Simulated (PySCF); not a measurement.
A structure optimised at PBE-D3(BJ)/def2-TZVPD, used in a PySCF frequency run:

```xyz
2

Au     0.0000     0.0000    -0.3947
Cl     0.0000     0.0000     1.8340
```

Problem. Write its SMILES, formula and point group.

Solution. [Cl][Au], AuCl, C∞v

Problem. What are its rotational constants (standard atomic weights)?

Solution. 3.3869 GHz (linear rotor, B only)
